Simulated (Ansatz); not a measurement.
Reaction (formal exchange of groups at a C–C bond): `C=COCCCl` + disilane → `[SiH3][SiH2]CCl` + `C=COC`

Isolated molecules relaxed with PBE0-D4/def2-TZVP in Ansatz; ΔE leaves out vibrations. CCSD(T)/CBS is the MP2 limit (def2-TZVPP, def2-QZVPP) plus CCSD(T) − MP2 in def2-TZVPP, frozen cores. Functionals use def2-TZVPP. B3LYP here is the variant with VWN-RPA as its local correlation; programs differ in this. Each species was taken in one conformer, which may not be the lowest.

```
          level  ΔE (kJ/mol)
       B3LYP-D4        -16.2
        ωB97X-V        -11.4
        ωB97M-V        -14.1
         r2SCAN        -15.5
 MP2/def2-TZVPP        -13.5
CCSD/def2-TZVPP        -10.1
   HF/CBS(def2)         -6.2
  MP2/CBS(def2)        -16.0
```

**Question.** What does CCSD(T)/CBS give? (Estimate.)

**Answer.** The calculation gave: -13.5 kJ/mol. The listed levels differ from it by -2.7, 2.1, -0.6, -2.0, 0.0, 3.4, 7.3, -2.5 kJ/mol.

Largest T1 diagnostic among the species: 0.013.

In def2-TZVPP, CCSD(T) changes the Hartree–Fock value by −5.2 kJ/mol (the triples alone add −0.8 kJ/mol) and MP2 by −7.7 kJ/mol.
